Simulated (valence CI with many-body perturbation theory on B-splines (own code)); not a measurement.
Energy levels of Ar XII

Level of theory: valence CI with perturbative core correlation (CI+MBPT): five valence electrons over a frozen Dirac-Fock core [He], radial functions for each j: 11 s, 11 p, 10 d, 8 f, 5 g, 2 h, with the one-electron correlation potential Σ1, the two-electron term Σ2, the three-electron term Σ3, Breit, model QED; selected CI, second order for the rest, scaled by the run's own slope (own B-spline code, finite nucleus).

No measured spectrum was set against this ion. As an estimate, levels of excited configurations hold to 0.05 to 0.15 % of their energy, terms of the ground configuration to about 0.5 %. Among the levels kept, up to 4900 cm⁻¹ of a level comes from second order outside the variational space, and about a tenth of that is noise between levels of different J, which matters for small intervals.

Levels 46 to 90 of 194, with energies above the lowest level, 2s²2p³ ⁴S°_3/2. "Leading %" is the weight of the configuration and term that name the level; weights of strongly mixed levels are sums over their largest components and can fall short. Lifetimes count E1, E2, E3, M1 and M2 decay at the calculated energies, and are blank where another channel may lead or the interval is too uncertain; long ones can be off by a factor of two.

```
No.  Configuration  Term    J  E (eV)  Leading %  Lifetime      g
 46       2s²2p²3d    ⁴F  7/2  390.86         89   61.7 ps  1.252
 47       2s²2p²3d    ²P  3/2  391.72         59   1.30 ps  1.242
 48       2s²2p²3d    ⁴F  9/2  391.85         96    665 ps  1.329
 49       2s²2p²3d    ⁴D  1/2  392.04         80   4.31 ps  0.139
 50       2s²2p²3d    ⁴D  5/2  392.37         65   2.33 ps  1.293
 51        2s2p³3s   ⁴S°  3/2  392.39         84   2.26 ps  1.984
 52       2s²2p²3d    ⁴D  3/2  392.80         57   1.78 ps  1.251
 53       2s²2p²3d    ⁴D  7/2  392.95         75   64.1 ps  1.370
 54       2s²2p²3d    ²F  5/2  393.64         84   1.56 ps  0.936
 55       2s²2p²3p   ²P°  1/2  393.82         94   69.0 ps  0.665
 56       2s²2p²3p   ²P°  3/2  393.89         91   57.7 ps  1.338
 57       2s²2p²3d    ²P  1/2  393.98         81    925 fs  0.566
 58       2s²2p²3d    ⁴P  5/2  394.93         82    311 fs  1.559
 59       2s²2p²3d    ⁴P  3/2  395.44         91    283 fs  1.698
 60       2s²2p²3d    ²F  7/2  395.45         82   1.81 ps  1.178
 61       2s²2p²3d    ⁴P  1/2  395.70         94    271 fs  2.617
 62       2s²2p²3d    ²D  3/2  399.40         93    475 fs  0.812
 63        2s2p³3p    ⁶P  3/2  399.64         99    429 ps  2.397
 64       2s²2p²3d    ²D  5/2  399.67         92    371 fs  1.187
 65        2s2p³3p    ⁶P  5/2  399.82         98   62.0 ps  1.880
 66        2s2p³3p    ⁶P  7/2  400.13         99    674 ps  1.714
 67       2s²2p²3d    ²G  7/2  401.70         89   4.62 ps  0.911
 68       2s²2p²3d    ²G  9/2  401.93         97    573 ps  1.114
 69       2s²2p²3d    ²D  3/2  403.33         96    341 fs  0.805
 70       2s²2p²3d    ²D  5/2  403.48         60    279 fs  1.078
 71       2s²2p²3d    ²F  7/2  403.95         90    229 fs  1.126
 72       2s²2p²3d    ²F  5/2  404.70         56    269 fs  1.005
 73        2s2p³3p    ⁴P  5/2  405.20         97   1.46 ps  1.598
 74        2s2p³3p    ⁴P  3/2  405.29         98   1.55 ps  1.734
 75        2s2p³3p    ⁴P  1/2  405.40         96   1.45 ps  2.616
 76       2s²2p²3d    ²P  1/2  405.57         94    425 fs  0.729
 77       2s²2p²3d    ²P  3/2  406.21         95    387 fs  1.331
 78       2s²2p²3d    ²S  1/2  406.91         95    532 fs  1.995
 79        2s2p³3s   ⁴D°  5/2  408.80         96   3.49 ps  1.376
 80        2s2p³3s   ⁴D°  3/2  408.81         96   3.51 ps  1.209
 81        2s2p³3s   ⁴D°  1/2  408.86         97   3.51 ps  0.016
 82        2s2p³3s   ⁴D°  7/2  408.92         98   3.44 ps  1.428
 83       2s²2p²3d    ²D  5/2  412.85         93    589 fs  1.198
 84       2s²2p²3d    ²D  3/2  413.27         94    475 fs  0.799
 85        2s2p³3s   ²D°  3/2  414.07         94   2.59 ps  0.816
 86        2s2p³3s   ²D°  5/2  414.07         93   2.57 ps  1.213
 87        2s2p³3d   ⁶D°  1/2  417.66         97   67.0 ps  3.320
 88        2s2p³3d   ⁶D°  3/2  417.66         98    116 ps  1.865
 89        2s2p³3d   ⁶D°  5/2  417.66         99    260 ps  1.656
 90        2s2p³3d   ⁶D°  7/2  417.67         99    561 ps  1.587
```

Names give the largest LS component (configuration and term), which can be under half, so a name can repeat, a term be missing and a line seem to break the LS rules; names also repeat where a configuration has a term twice.
